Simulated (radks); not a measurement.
The numbers below are computed, except where a source is named.
Task: The lanthanum ion La+, configuration [Xe] 5d2. Code: a radial shooting solver on a logarithmic mesh with Libxc functionals. Model: scalar-relativistic Kohn-Sham, PBE, spin-polarised, spherical densities, finite nucleus; open shells are filled with parallel spins first (spin-orbit coupling, left out, can overturn this in heavy ions); Fermi nuclear charge, rms radius 4.855 fm. Some entries of the table are withheld. Estimate them.

orbital  occ.  eigenvalue (eV)  <1/r> (bohr^-1)
1s down     1        -38752.01            62.01
1s up       1        -38752.00            62.01
2s up       1        -6172.076            14.28
2s down     1        -6172.023            14.28
2p up       3        -5532.425            13.55
2p down     3        -5532.386            13.55
3s up       1        -1322.973            5.171
3s down     1        -1322.951            5.171
3p up       3        -1118.686            4.901
3p down     3        -1118.661            4.901
3d up       5        -825.1117            4.647
3d down     5        -825.0701            4.647
4s up       1        -270.0831            2.150
4s down     1        -270.0058            2.150
4p up       3        -203.6416            1.984
4p down     3        -203.5740            1.983
4d up       5        -107.4804              (1)
4d down     5        -107.4156              (2)
5s up       1              (3)           0.8426
5s down     1              (4)           0.8498
5p up       3         -26.6254              (5)
5p down     3         -25.7737              (6)
5d up       2          -7.6204           0.4517
5d down     0          -6.4134           0.4549

Result: 
(1) 4d up <1/r> (bohr^-1): 1.724
(2) 4d down <1/r> (bohr^-1): 1.724
(3) 5s up eigenvalue (eV): -42.8869
(4) 5s down eigenvalue (eV): -42.2912
(5) 5p up <1/r> (bohr^-1): 0.7154
(6) 5p down <1/r> (bohr^-1): 0.7240
